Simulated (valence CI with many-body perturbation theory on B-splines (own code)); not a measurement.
E1 line list for Cs41+

Level of theory: relativistic CI+MBPT: four valence electrons over a frozen Dirac-Fock core [Ne], radial functions for each j: 11 s, 11 p, 10 d, 8 f, 5 g, 2 h, with the one-electron correlation potential Σ1 (screened to all orders), the two-electron term Σ2, the three-electron term Σ3, Breit, model QED; selected single and double excitations, second order for the rest, scaled by the run's own slope (own B-spline code, finite nucleus).

The last digits are not significant, and no measured levels were compared; by estimate large intervals hold to a few tenths of a per cent, small ones and those within an open d or f shell to about a per cent. Among the levels kept, up to 650 cm⁻¹ of a level comes from second order outside the variational space, and about a tenth of that is noise between levels of different J, which matters for small intervals.

Lines 51 to 100 of 543 in falling wavelength, among levels below 697.29 eV, chosen from the strongest by gf and those to the six lowest levels. Wavelengths and rates use the calculated energies. Electric multipoles are in the length gauge, E1 and E2 with the static RPA response of the core. Weak lines are less certain than strong ones. Lines between different terms over intervals too small for the method are left out, as are lines whose strength nearly cancels. Where a level lies close to another of its J and parity, the split of strength between their lines is uncertain. The highest levels of a list are the least certain.

Levels are named by their leading jj configuration (3d3/2^4 stands for four electrons in 3d with j = 3/2), which in mixed levels can hold well under half, so a name can repeat and another be missing. Letters in brackets count levels of one name in rising energy.

```tsv
λ vac (nm)	Upper	Lower	A (s⁻¹)	log gf	Branch %
10.14	(3p1/2 3p3/2^2 3d3/2) J=3 [b]	(3s 3p3/2^2 3d3/2) J=4	1.09e+10	-0.93	2.0
9.989	(3s 3p1/2 3p3/2^2) J=2 [b]	(3s^2 3p3/2^2) J=2	9.85e+09	-1.13	3.9
9.918	(3p1/2^2 3p3/2 3d5/2) J=3	(3s 3p1/2 3p3/2 3d5/2) J=4 [b]	1.88e+10	-0.71	9.8
9.899	(3s 3p1/2^2 3p3/2) J=1	(3s^2 3p1/2 3p3/2) J=1	4.10e+09	-1.74	3.7
9.836	(3p1/2^2 3p3/2 3d5/2) J=2	(3s 3p1/2 3p3/2 3d5/2) J=3 [a]	2.60e+10	-0.72	12.9
9.817	(3s 3p1/2 3p3/2 3d5/2) J=3 [c]	(3s^2 3p3/2 3d5/2) J=4	1.04e+10	-0.98	4.1
9.793	(3s 3p1/2 3p3/2 3d5/2) J=4 [c]	(3s^2 3p3/2 3d5/2) J=4	6.92e+09	-1.05	3.6
9.718	(3s 3p1/2 3p3/2 3d3/2) J=2 [e]	(3s^2 3p3/2 3d3/2) J=3	1.22e+10	-1.06	1.8
9.633	(3s 3p1/2 3d5/2^2) J=4 [b]	(3s 3p3/2^2 3d5/2) J=4 [a]	6.59e+09	-1.08	3.1
9.579	(3p1/2 3p3/2^2 3d5/2) J=3 [b]	(3s 3p3/2^2 3d3/2) J=4	9.18e+09	-1.05	1.6
9.468	(3p1/2 3p3/2^2 3d3/2) J=2 [c]	(3s 3p3/2^2 3d3/2) J=3 [a]	1.24e+10	-1.08	2.1
9.465	(3p1/2 3p3/2^2 3d5/2) J=4 [a]	(3s 3p3/2^2 3d5/2) J=5	1.74e+10	-0.68	4.9
9.464	(3s 3p1/2 3p3/2^2) J=1 [b]	(3s^2 3p3/2^2) J=2	7.95e+09	-1.49	1.7
9.445	(3p1/2^2 3p3/2 3d5/2) J=4	(3s 3p1/2 3p3/2 3d5/2) J=5	3.99e+10	-0.32	22.8
9.398	(3p1/2^2 3p3/2 3d3/2) J=3	(3s 3p1/2 3p3/2 3d3/2) J=4	4.09e+10	-0.42	21.6
9.367	(3p1/2^2 3p3/2 3d5/2) J=2	(3s 3p1/2 3p3/2 3d5/2) J=1 [a]	1.18e+10	-1.11	5.9
9.365	(3p1/2^2 3p3/2 3d3/2) J=2	(3s 3p1/2 3p3/2 3d3/2) J=3 [a]	2.75e+10	-0.74	25.7
9.316	(3p1/2 3p3/2^2 3d5/2) J=5	(3s 3p3/2^2 3d5/2) J=5	2.05e+10	-0.53	9.0
9.315	(3s 3p1/2 3p3/2 3d3/2) J=2 [b]	(3s 3p1/2 3p3/2^2) J=3	1.74e+10	-0.95	11.5
8.705	(3p1/2^2 3p3/2 3d3/2) J=1	(3s 3p1/2 3p3/2 3d3/2) J=2 [b]	3.87e+10	-0.88	17.8
8.611	(3s^2 3p1/2 3d3/2) J=2	(3s^2 3p1/2 3p3/2) J=2	1.71e+09	-2.02	94.5
8.548	(3p1/2^2 3p3/2 3d5/2) J=4	(3s 3p1/2 3p3/2 3d5/2) J=4 [a]	2.33e+10	-0.64	13.3
8.270	(3p1/2 3p3/2^2 3d5/2) J=3 [a]	(3s 3p1/2 3p3/2 3d5/2) J=2 [d]	2.27e+10	-0.79	8.8
8.251	(3s 3p1/2 3d3/2 3d5/2) J=4 [b]	(3s 3p1/2 3p3/2 3d5/2) J=4 [b]	1.44e+10	-0.88	11.2
8.236	(3s^2 3p1/2 3d3/2) J=2	(3s^2 3p1/2 3p3/2) J=1	8.77e+07	-3.35	4.8
8.152	(3s^2 3p3/2 3d3/2) J=1	(3s^2 3p3/2^2) J=0	1.83e+08	-3.26	0.0
8.125	(3s 3p3/2^2 3d5/2) J=4 [b]	(3s^2 3p3/2 3d5/2) J=3	8.80e+09	-1.11	4.5
8.116	(3s 3p1/2^2 3d3/2) J=1	(3s 3p1/2^2 3p3/2) J=2	2.25e+09	-2.18	11.6
7.920	(3s 3p1/2 3d5/2^2) J=4 [b]	(3s 3p1/2 3p3/2 3d5/2) J=3 [d]	1.51e+10	-0.89	7.1
7.906	(3s 3p1/2^2 3d3/2) J=2	(3s 3p1/2^2 3p3/2) J=2	6.90e+09	-1.49	37.3
7.689	(3s 3p1/2 3d3/2 3d5/2) J=3 [d]	(3s 3p1/2 3p3/2 3d3/2) J=2 [e]	1.22e+10	-1.12	3.1
7.669	(3s 3p1/2 3d5/2^2) J=3	(3s 3p1/2 3p3/2 3d5/2) J=2 [c]	1.40e+10	-1.06	4.4
7.613	(3s 3p1/2 3d5/2^2) J=5	(3s 3p1/2 3p3/2 3d5/2) J=4 [c]	1.09e+10	-0.98	10.1
7.554	(3p1/2 3p3/2^2 3d3/2) J=4	(3s 3p1/2 3p3/2 3d5/2) J=3 [d]	1.22e+10	-1.03	3.6
7.547	(3s 3p1/2 3d3/2 3d5/2) J=4 [b]	(3s 3p1/2 3p3/2 3d3/2) J=3 [c]	1.29e+10	-1.00	10.0
7.505	(3s 3p1/2 3p3/2^2) J=2 [a]	(3s^2 3p1/2 3p3/2) J=2	1.02e+09	-2.36	19.2
7.477	(3s^2 3p3/2 3d3/2) J=2	(3s^2 3p3/2^2) J=2	7.79e+08	-2.49	0.1
7.465	(3s^2 3p3/2 3d3/2) J=3	(3s^2 3p3/2^2) J=2	4.03e+09	-1.63	1.0
7.463	(3s 3p1/2 3d3/2 3d5/2) J=5	(3s 3p1/2 3p3/2 3d5/2) J=5	1.28e+10	-0.93	11.9
7.433	(3s 3p1/2 3d3/2 3d5/2) J=4 [c]	(3s 3p1/2 3p3/2 3d5/2) J=3 [b]	2.97e+10	-0.65	12.6
7.376	(3s 3p1/2^2 3d5/2) J=2	(3s 3p1/2^2 3p3/2) J=1	1.78e+10	-1.14	28.2
7.371	(3s^2 3p3/2 3d5/2) J=2	(3s^2 3p3/2^2) J=2	6.61e+09	-1.57	59.0
7.231	(3s^2 3p1/2 3d3/2) J=1	(3s^2 3p1/2 3p3/2) J=2	3.13e+09	-2.13	0.5
7.218	(3s 3p1/2 3p3/2^2) J=2 [a]	(3s^2 3p1/2 3p3/2) J=1	3.93e+09	-1.81	73.7
7.216	(3s^2 3p1/2 3d5/2) J=3	(3s^2 3p1/2 3p3/2) J=2	1.62e+10	-1.05	95.9
7.212	(3s 3p1/2 3d5/2^2) J=5	(3s 3p1/2 3p3/2 3d5/2) J=4 [b]	4.26e+10	-0.44	39.5
7.026	(3s 3p1/2 3d3/2 3d5/2) J=3 [b]	(3s 3p1/2 3p3/2 3d3/2) J=2 [c]	2.27e+10	-0.93	12.2
7.025	(3p1/2 3p3/2^2 3d3/2) J=4	(3s 3p1/2 3p3/2 3d5/2) J=3 [c]	1.21e+10	-1.09	3.6
7.018	(3p1/2 3p3/2^2 3d5/2) J=3 [a]	(3s 3p1/2 3p3/2 3d5/2) J=3 [b]	2.03e+10	-0.98	7.8
7.013	(3s 3p1/2 3d3/2 3d5/2) J=4 [c]	(3s 3p1/2 3p3/2 3d5/2) J=3 [a]	3.65e+10	-0.62	15.5
```
